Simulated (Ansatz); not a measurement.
CH$_{7}$BGeSe, SMILES `C[B]([GeH3])[SeH]`, relaxed with RKS PBE-D4/def2-SVP in Ansatz 0.2.0 from a rough embedded geometry. The force threshold is 0.03 eV/Å; the program also tests the step.

Total charge 0; spin multiplicity 1.

Start:

```xyz
11

C    -0.154    0.905    1.253
B     0.136    0.424   -0.196
Ge   -0.599   -1.327   -0.793
Se    1.288    1.440   -1.404
H     0.221    0.252    2.022
H    -1.288    1.081    1.399
H     0.305    1.928    1.430
H    -0.141   -1.677   -2.198
H    -2.193   -1.337   -0.730
H    -0.096   -2.483    0.155
H     2.520    0.795   -0.936
```

| step | energy (eV) | largest force (eV/Å) | largest move (Å) |
| --- | --- | --- | --- |
| 1 | -123657.2373 | 2.615 | 0.000 |
| 2 | -123657.4736 | 0.503 | 0.148 |
| 3 | -123657.5140 | 0.209 | 0.093 |
| 4 | -123657.5735 | 0.544 | 0.200 |
| 5 | -123657.6949 | 0.923 | 0.197 |
| 6 | -123657.8576 | 1.008 | 0.199 |
| 7 | -123658.0436 | 0.762 | 0.196 |
| 8 | -123658.1915 | 0.901 | 0.195 |
| 9 | -123658.2958 | 0.663 | 0.200 |
| 10 | -123658.3153 | 0.355 | 0.200 |
| 11 | -123658.3238 | 0.679 | 0.189 |
| 12 | -123658.3375 | 0.420 | 0.066 |
| 13 | -123658.3489 | 0.075 | 0.032 |
| 14 | -123658.3496 | 0.016 | 0.029 |

End:

```xyz
11

C     0.003    0.903    1.213
B     0.307    0.243   -0.179
Ge   -0.704   -1.458   -0.818
Se    1.607    0.907   -1.429
H     0.105    0.150    2.026
H    -1.065    1.215    1.246
H     0.628    1.782    1.471
H    -0.358   -1.885   -2.272
H    -2.246   -1.255   -0.743
H    -0.376   -2.666    0.108
H     2.100    2.065   -0.624
```

Hardware: 4 threads of an Arm Neoverse V1 on a shared host. Wall time 24 s, peak host memory 0.2 GiB.
